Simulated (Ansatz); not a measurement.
Diatomic TeF, multiplicity 2 (lowest of 2S+1 = 2, 4 at CCSD(T)/def2-TZVPP on PBE0 minima; our sources give no spin for the ground state, which may be another). No spin–orbit coupling.

Constants: fifth-degree fit in 1/R to seven points, most abundant isotopes. In def2 and cc sets the state is the lowest found near the PBE0 minimum, followed along R.

The values were computed with Ansatz (Gaussian basis) for Hartree–Fock, density functionals and correlated methods. Values without a source in brackets are computed. In def2 rows elements past Kr take small-core potentials, without spin–orbit coupling.

Energies at SVWN5/def2-TZVPP:

```csv
R (Å),E (hartree)
1.771134,-366.86013878
1.818745,-366.86641785
1.862548,-366.86941938
1.912063,-366.87028264
1.961579,-366.86904482
2.018712,-366.86563623
2.085368,-366.85971564
```

Problem. With a reduced mass of 16.5744 u, find the minimum, the force constant and the constants.

Solution. A fifth-degree polynomial in 1/R puts the minimum at r_e = 1.9056 Å with force constant 385 N/m. Then ω_e = (1/2πc)√(k/μ) = 628 cm⁻¹ and B_e = h/(8π²cμr_e²) = 0.2801 cm⁻¹; the cubic and quartic terms give α_e = 0.0017 and ω_e x_e = 2.7 cm⁻¹.

Ansatz is a first-principles code.
